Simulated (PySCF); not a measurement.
**How methods differ on the ionisation energy of Se²⁶⁺**

Se²⁶⁺ [He] 2s2 2p4 [2p1/2^2 2p3/2^2, M_J = 2] → Se²⁷⁺ [He] 2s2 2p3 [2p1/2^2 2p3/2^1, M_J = 3/2], as a difference of total energies. All numbers are calculated (PySCF 2.14, the two-component X2C-1e Hamiltonian, in an uncontracted even-tempered set (17 s from 8.4 bohr⁻², ratio 2.4; 12 p from 11 bohr⁻², ratio 2.4; 5 d from 42 bohr⁻², ratio 2.6; 4 f from 63 bohr⁻², ratio 2.6)). Correlated levels: nothing frozen; the 34 highest virtual spinors dropped. "Screened" scales the spin-orbit matrix elements by Boettger's factors to mimic the two-electron term; Breit and QED terms are absent.

| method | ionisation energy (eV) |
| --- | --- |
| GHF (spin-free) | 2814.5 |
| GMP2 (spin-free) | 2816.1 |
| GHF (screened spin-orbit) | 2819.4 |
| GMP2 (screened spin-orbit) | 2819.8 |

For this ion Breit and QED terms and the two-electron picture change, all absent here, outweigh the correlation shift from GHF to GMP2.

The spin-free rows relax to the high-spin LS determinant and lack the spin-orbit shift.

The labels give the starting determinants; with spin-orbit coupling the two ends relaxed to ⟨J²⟩ = 6.00, ⟨L²⟩ = 2.79, ⟨S²⟩ = 1.61 and ⟨J²⟩ = 3.76, ⟨L²⟩ = 1.13, ⟨S²⟩ = 2.48.

For comparison: 2820 ± 6 eV (semi-empirical (NIST evaluation); NIST Atomic Spectra Database, ionization energies).
